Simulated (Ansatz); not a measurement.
Species: C$_{3}$H$_{3}$N, SMILES `C(N=C)#C` (charge 0, multiplicity 1), formula C₃H₃N.

### Question
How many basis functions does Ansatz (a quantum-chemistry and plane-wave program) with frozen-core CCSD(T)/cc-pVQZ // PBE0-D3(BJ)/def2-TZVP use, how many core orbitals are frozen, and how many electrons are correlated?

### Answer
310 basis functions and 4 frozen orbitals, which leaves 20 correlated electrons. Core time is of the order of minutes.
